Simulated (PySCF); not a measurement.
Species: C₅H₁₁NOSi₂.
SMILES with atom numbers: `[CH3:1][c:2]1[cH:3][cH:4][o:5][c:6]1[SiH2:7][NH:8][SiH3:9]`

Geometry (PBE0-D3(BJ)/def2-SVP, Å), atoms numbered from 1 in this order:
```
atom  x, y, z in Å
C1    -2.278    1.313   -0.472
C2    -1.603    0.046   -0.065
C3    -2.045   -1.281   -0.373
C4    -1.132   -2.125    0.185
O5    -0.170   -1.433    0.810
C6    -0.444   -0.098    0.666
Si7    0.801    1.085    1.383
N8     2.372    0.595    0.823
Si9    2.766   -0.443   -0.521
H10   -3.268    1.404    0.001
H11   -2.435    1.342   -1.562
H12   -1.688    2.195   -0.190
H13   -2.930   -1.564   -0.940
H14   -1.043   -3.209    0.213
H15    0.806    1.075    2.879
H16    0.394    2.459    0.950
H17    3.157    0.879    1.403
H18    3.005   -1.869   -0.130
H19    4.022    0.051   -1.169
H20    1.648   -0.399   -1.506
```

The computed photoelectron lines, unassigned: C 1s: 290.18 (area 1), 290.35 (area 1), 290.67 (area 1), 290.86 (area 1), 291.41 (area 1) eV; N 1s: 403.96 eV; O 1s: 539.52 eV; Si 1s: 1846.61 (area 1), 1846.66 (area 1) eV; Si 2p3/2: 106.71 (area 1), 106.77 (area 1) eV.

Method: delta-SCF UKS SCAN, pcX-2 on the ionised atom, pcseg-1 elsewhere, spin-free X2C (PySCF). The structure is a single PBE0-D3(BJ)/def2-SVP conformer in the gas phase; no vibrational or solvent corrections.

Q: Order the carbon atoms by C 1s binding energy.

A: 290.18 eV: C3 (aromatic CH carbon); 290.35 eV: C2 (substituted aromatic carbon); 290.67 eV: C6 (substituted aromatic carbon); 290.86 eV: C1 (benzylic-type carbon); 291.41 eV: C4 (aromatic CH next to a ring oxygen). Lowest listed C 1s: C3, bonded to 2 C (aromatic in the SMILES) and H. Highest, 1.23 eV above it: C4, bonded to O (aromatic in the SMILES), C (aromatic in the SMILES) and H. Summing the Pauling electronegativity differences to the bonded atoms, each weighted by its formal bond order, gives -0.35 for the lowest site and +0.99 for the highest; no listed site has a larger sum than the highest. The smallest sum, -1.05, belongs to C1, 0.68 eV above the lowest.

Bonded neighbours of each site: C1: C and 3 H; C2: 2 C (aromatic in the SMILES) and C; C3: 2 C (aromatic in the SMILES) and H; C4: O (aromatic in the SMILES), C (aromatic in the SMILES) and H; O5: 2 C (aromatic in the SMILES); C6: O (aromatic in the SMILES), C (aromatic in the SMILES) and Si; Si7: N, C and 2 H; N8: H and 2 Si; Si9: N and 3 H.

Q: Which photon energy gives electrons from C 1s of C6 a kinetic energy of 50 eV, and what is their de Broglie wavelength?

A: hν = 290.67 + 50 = 340.67 eV, recoil neglected; λ = 12.264 Å/√(E/eV) = 1.73 Å.

The 2p values add to the ΔSCF energy of one spin-free hole a correction within the shell (spin–orbit coupling, ligand field). 2p1/2 minus 2p3/2 (ligand field included): Si 0.62 eV.
